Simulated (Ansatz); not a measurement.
Relaxation of the cluster B₃Sb₃⁻ with UKS PBE-D4/def2-SVPD.

```sh
$ ansatz run in.yaml --threads 4 --pin off --events-out ev --progress --plain --max-ram 4787MiB
```

```yaml
crystal:
  periodic: [false, false, false]
  atoms:
    - {symbol: B, position_ang: [1.192700, -1.810000, 0.037400]}
    - {symbol: B, position_ang: [1.308600, 1.741000, -0.002800]}
    - {symbol: B, position_ang: [-2.656900, -0.206600, 0.639700]}
    - {symbol: Sb, position_ang: [-0.971300, -1.875200, 0.668800]}
    - {symbol: Sb, position_ang: [2.813000, 0.000000, 0.000000]}
    - {symbol: Sb, position_ang: [-1.141000, 1.842800, -0.048600]}
basis:
  gaussian: {orbitals: def2-SVPD}
total_charge: -1
magnetization: {spin_polarized: true, initial_magnetization: 1}
hamiltonian: {xc: pbe, dispersion: d4}
scf: {lower_state_search: "off"}
output: {orbitals: {seedname: orbitals}}
relax: {f_tol: 0.02, max_steps: 100}
```

Hardware: 4 threads of Arm Neoverse V2 on a shared host. Wall time 62 s.

Positions (Å) and forces (eV/Å) at steps 1, 2, 3, 4, 5, 6, 7, 8, 9, 10, 11, 12, 13, 14, 16, 17 of 17:

```xyz
6
step=1 energy=-21631.9845 eV
B     1.193   -1.810    0.037   -0.329    2.125    0.206
B     1.309    1.741   -0.003   -1.498   -2.124   -0.029
B    -2.657   -0.207    0.640    1.953    0.074   -0.541
Sb   -0.971   -1.875    0.669   -0.043    0.411   -0.011
Sb    2.813    0.000    0.000   -1.264    0.033   -0.018
Sb   -1.141    1.843   -0.049    1.181   -0.519    0.393
6
step=2 energy=-21633.2927 eV
B     1.159   -1.653    0.050   -0.430    1.860    0.283
B     1.192    1.585   -0.004   -1.393   -1.575   -0.142
B    -2.512   -0.185    0.594    1.897    0.522   -0.637
Sb   -0.967   -1.854    0.672    0.167   -0.163    0.005
Sb    2.745   -0.002   -0.002   -0.674   -0.312   -0.003
Sb   -1.072    1.802   -0.017    0.433   -0.331    0.494
6
step=3 energy=-21634.3114 eV
B     1.118   -1.505    0.079   -0.667    1.089    0.075
B     1.076    1.443   -0.025   -0.187   -1.402   -0.010
B    -2.333   -0.145    0.534    1.988    0.581   -0.724
Sb   -0.968   -1.891    0.677   -0.173   -0.890    0.389
Sb    2.698   -0.016   -0.001    0.064    0.096   -0.064
Sb   -1.047    1.805    0.031   -1.025    0.525    0.333
6
step=4 energy=-21635.1024 eV
B     1.063   -1.411    0.084   -0.865    0.634    0.123
B     0.999    1.344   -0.021   -0.011   -1.108    0.265
B    -2.151   -0.116    0.468    1.811    0.490   -0.346
Sb   -0.978   -1.987    0.720   -0.054   -0.377    0.093
Sb    2.688   -0.024   -0.006    0.129    0.187   -0.135
Sb   -1.076    1.886    0.050   -1.010    0.175    0.000
6
step=5 energy=-21635.7364 eV
B     0.996   -1.326    0.087   -1.002    0.436    0.220
B     0.937    1.242    0.023   -0.487   -0.763    0.260
B    -1.961   -0.075    0.443    1.646   -0.112   -0.176
Sb   -0.987   -2.047    0.733    0.027    0.018   -0.069
Sb    2.688   -0.028   -0.020    0.048    0.170   -0.130
Sb   -1.128    1.926    0.028   -0.232    0.251   -0.104
6
step=6 energy=-21636.2397 eV
B     0.913   -1.257    0.105   -0.546    0.620    0.255
B     0.873    1.166    0.060   -0.490   -0.681    0.065
B    -1.766   -0.068    0.423    1.287   -0.203   -0.113
Sb   -0.994   -2.086    0.735   -0.094   -0.102   -0.084
Sb    2.670   -0.027   -0.035   -0.171    0.063   -0.084
Sb   -1.151    1.964    0.006    0.013    0.302   -0.040
6
step=7 energy=-21636.7052 eV
B     0.835   -1.164    0.149   -0.403    0.801    0.159
B     0.804    1.074    0.065   -0.536   -0.734    0.055
B    -1.572   -0.069    0.406    1.120   -0.064   -0.122
Sb   -1.011   -2.131    0.721   -0.125   -0.156   -0.032
Sb    2.649   -0.022   -0.048   -0.081   -0.006   -0.052
Sb   -1.159    2.005    0.002    0.025    0.160   -0.009
6
step=8 energy=-21637.2638 eV
B     0.748   -1.027    0.178   -0.519    1.340   -0.145
B     0.722    0.940    0.074   -0.554   -1.272    0.327
B    -1.378   -0.070    0.385    1.384   -0.032   -0.161
Sb   -1.025   -2.166    0.714   -0.214   -0.216    0.125
Sb    2.643   -0.020   -0.058    0.055   -0.018   -0.039
Sb   -1.166    2.035    0.000   -0.151    0.198   -0.107
6
step=9 energy=-21638.1400 eV
B     0.660   -0.877    0.177   -0.667    0.283    0.219
B     0.643    0.793    0.105   -0.788   -0.270   -0.021
B    -1.187   -0.070    0.363    2.216    0.014   -0.258
Sb   -1.037   -2.186    0.719   -0.426   -0.564    0.085
Sb    2.642   -0.020   -0.063    0.083   -0.020   -0.022
Sb   -1.176    2.051   -0.007   -0.419    0.556   -0.003
6
step=10 energy=-21638.6040 eV
B     0.605   -0.840    0.197   -0.670   -1.416    0.027
B     0.583    0.756    0.102   -1.308    1.384   -0.120
B    -0.992   -0.067    0.341    1.692    0.447    0.082
Sb   -1.072   -2.227    0.722    0.123   -0.136   -0.076
Sb    2.631   -0.022   -0.064    0.016   -0.130    0.145
Sb   -1.210    2.091   -0.004    0.147   -0.150   -0.058
6
step=11 energy=-21638.6328 eV
B     0.552   -0.891    0.185    1.345   -0.444   -0.228
B     0.501    0.802    0.097    2.168    0.684   -0.259
B    -0.803   -0.042    0.353   -3.011   -0.524    0.476
Sb   -1.075   -2.253    0.718    0.013    0.347   -0.021
Sb    2.594   -0.033   -0.044   -0.372    0.032    0.020
Sb   -1.224    2.109   -0.015   -0.144   -0.095    0.012
6
step=12 energy=-21638.8134 eV
B     0.579   -0.884    0.170    0.010   -0.270   -0.029
B     0.549    0.799    0.110   -0.002    0.256    0.005
B    -0.875   -0.056    0.351   -0.183    0.049    0.052
Sb   -1.077   -2.227    0.724    0.046   -0.032   -0.001
Sb    2.593   -0.028   -0.047    0.129   -0.022   -0.003
Sb   -1.224    2.088   -0.014    0.001    0.018   -0.025
6
step=13 energy=-21638.8095 eV rejected
B     0.560   -0.881    0.107    0.227   -0.274    0.120
B     0.548    0.806    0.123    0.074    0.232   -0.092
B    -0.872   -0.047    0.390   -0.307    0.093   -0.015
Sb   -1.059   -2.230    0.733    0.008   -0.041   -0.034
Sb    2.593   -0.039   -0.024    0.034   -0.044   -0.032
Sb   -1.224    2.083   -0.034   -0.036    0.034    0.052
6
step=14 energy=-21638.8184 eV
B     0.573   -0.890    0.152    0.029   -0.027   -0.002
B     0.548    0.810    0.118    0.006    0.032   -0.019
B    -0.881   -0.049    0.368   -0.067    0.033    0.007
Sb   -1.066   -2.234    0.725    0.016    0.009   -0.005
Sb    2.598   -0.038   -0.042   -0.011   -0.005    0.007
Sb   -1.227    2.093   -0.025    0.026   -0.042    0.012
6
step=16 energy=-21638.8188 eV
B     0.572   -0.889    0.147    0.013    0.009   -0.002
B     0.547    0.812    0.109    0.003   -0.009   -0.005
B    -0.884   -0.046    0.372    0.005    0.009    0.003
Sb   -1.061   -2.234    0.725   -0.007   -0.006    0.000
Sb    2.598   -0.042   -0.036   -0.006   -0.003    0.002
Sb   -1.227    2.092   -0.023   -0.008    0.000    0.001
6
step=17 energy=-21638.8189 eV
B     0.574   -0.888    0.145    0.002    0.007   -0.002
B     0.548    0.812    0.099    0.000   -0.009    0.002
B    -0.882   -0.042    0.380    0.018   -0.001    0.001
Sb   -1.062   -2.234    0.722   -0.008   -0.002    0.001
Sb    2.598   -0.045   -0.030   -0.004    0.001    0.001
Sb   -1.231    2.090   -0.021   -0.008    0.004   -0.001
```

In the def2 sets Sb takes a core potential; there is no spin–orbit coupling. The structure comes from a short search, and lower isomers may exist.
